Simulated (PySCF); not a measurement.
How methods differ on the ionisation energy of Ba³³⁺

Ba³³⁺ [Ar] 3d5 (6S) → Ba³⁴⁺ [Ar] 3d4 (5D), as a difference of total energies. Calculation: PySCF 2.14, in an even-tempered Gaussian basis (18 s from 5 bohr⁻², ratio 2.5; 12 p from 6.5 bohr⁻², ratio 2.5; 8 d from 6.5 bohr⁻², ratio 2.5; 4 f from 26 bohr⁻², ratio 2.7; 3 g from 39 bohr⁻², ratio 2.7); scalar relativity by spin-free X2C-1e. Correlated levels: outer shells: [Ne] frozen; virtual orbitals above 40 to 60 times the deepest correlated orbital energy dropped. The calculations carry no spin-orbit coupling.

```tsv
method	ionisation energy (eV)
UHF	2162.6
LDA	2160.5
PBE	2160.0
PBE0	2161.1
r2SCAN	2161.6
PBEsol	2160.0
B3LYP	2160.9
MP2 (outer shells)	2163.0
SCS-MP2 (outer shells)	2162.5
```

Spin-orbit coupling is strong in these open shells (close to jj coupling). The scalar numbers leave it out and a first-order estimate fails, so it can dominate the gap to the real levels.

Breit and QED terms and the two-electron picture change are absent.

For comparison: 2142 ± 5 eV (theoretical estimate listed by NIST; NIST Atomic Spectra Database, ionization energies).
